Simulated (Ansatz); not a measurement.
Geometry optimisation, Ansatz, DFT PBE-D3(BJ), scalar-relativistic, plane waves, PAW.

Input:

```yaml
crystal:
  lattice:
    - [12.15, 0.0, 0.0]
    - [0.0, 5.727565, 0.0]
    - [0.0, 0.0, 14.863782]
  atoms:
    - { symbol: Al, position: [0.0, 0.0, 0.0672776] }
    - { symbol: Al, position: [0.3333333, 0.0, 0.0672776] }
    - { symbol: Al, position: [0.6666667, 0.0, 0.0672776] }
    - { symbol: Al, position: [0.0, 0.5, 0.0672776] }
    - { symbol: Al, position: [0.3333333, 0.5, 0.0672776] }
    - { symbol: Al, position: [0.6666667, 0.5, 0.0672776] }
    - { symbol: Al, position: [0.1666667, 0.25, 0.1636119] }
    - { symbol: Al, position: [0.5, 0.25, 0.1636119] }
    - { symbol: Al, position: [0.8333333, 0.25, 0.1636119] }
    - { symbol: Al, position: [0.1666667, 0.75, 0.1636119] }
    - { symbol: Al, position: [0.5, 0.75, 0.1636119] }
    - { symbol: Al, position: [0.8333333, 0.75, 0.1636119] }
    - { symbol: Al, position: [0.0, 0.0, 0.2599461] }
    - { symbol: Al, position: [0.3333333, 0.0, 0.2599461] }
    - { symbol: Al, position: [0.6666667, 0.0, 0.2599461] }
    - { symbol: Al, position: [0.0, 0.5, 0.2599461] }
    - { symbol: Al, position: [0.3333333, 0.5, 0.2599461] }
    - { symbol: Al, position: [0.6666667, 0.5, 0.2599461] }
    - { symbol: Cl, position: [0.1692118, 0.2583039, 0.4025747] }
    - { symbol: H, position: [0.26769, 0.2423361, 0.4328496] }
basis:
  ecutwfc: 420.0
kpoints:
  mp_grid: { grid: [2, 4, 1] }
hamiltonian:
  xc: pbe
  dispersion: d3bj
  pseudopotentials: { kind: paw, azcp: { folder: soft_1 } }
scf:
  occupations: { method: gaussian, width: 0.05 }
  lower_state_search: "off"
relax:
  f_tol: 0.03
  max_steps: 60
  adjacent_minimum: "off"
  constraints: [{ sites: [0, 1, 2, 3, 4, 5] }]
output:
  write_density: true
  write_potential: true
  elf: true
  volumetric_format: npy
```

Command:

```bash
$ ansatz run input.yaml --threads 2 --pin off --max-ram 5120MiB --backend cpu --events-out ev --progress --plain --runs-dir out
```

Where does it end, and by what steps?

The run converged. The force dipped under the threshold on the way, but the program's further checks kept it going. Limits of this set-up: coarse k mesh, thin slab, slab without dipole correction. After 12 steps the energy has fallen by 0.474 eV; Cl19 moved furthest, 0.95 Å.

| step | energy less start (eV) | largest force component (eV/Å) | accepted |
| --- | --- | --- | --- |
| 0 | 0.0000 | 0.610 | yes |
| 1 | -0.1536 | 0.530 | yes |
| 2 | -0.2354 | 0.600 | yes |
| 3 | -0.3003 | 0.717 | yes |
| 4 | -0.3560 | 0.757 | yes |
| 5 | -0.4111 | 0.482 | yes |
| 6 | -0.4405 | 0.229 | yes |
| 7 | -0.4637 | 0.130 | yes |
| 8 | -0.4664 | 0.110 | yes |
| 9 | -0.4733 | 0.018 | yes |
| 10 | -0.4733 | 0.018 | yes |
| 11 | -0.4727 | 0.111 | no |
| 12 | -0.4737 | 0.013 | yes |

```xyz
20
Lattice="12.1500 0.0000 0.0000 0.0000 5.7276 0.0000 0.0000 0.0000 14.8638" Properties=species:S:1:pos:R:3
Al 0.000 0.000 1.000
Al 4.050 0.000 1.000
Al 8.100 0.000 1.000
Al 0.000 2.864 1.000
Al 4.050 2.864 1.000
Al 8.100 2.864 1.000
Al 2.018 1.432 2.439
Al 6.081 1.432 2.435
Al 10.133 1.432 2.447
Al 2.017 4.296 2.442
Al 6.086 4.296 2.435
Al 10.134 4.296 2.444
Al 0.007 -0.001 3.889
Al 4.057 -0.004 3.860
Al 8.105 0.000 3.877
Al 0.007 2.864 3.889
Al 4.058 2.869 3.859
Al 8.105 2.864 3.877
Cl 2.053 1.457 6.936
H 2.766 1.448 5.827
```

Whether the end is a true minimum wasn't checked by a vibrational analysis.

Time of the run: 2.5 min on 2 threads of Intel(R) Xeon(R) Platinum 8259CL CPU @ 2.50GHz (Skylake/Cascade Lake), on a shared host, peak memory 1.3 GiB.
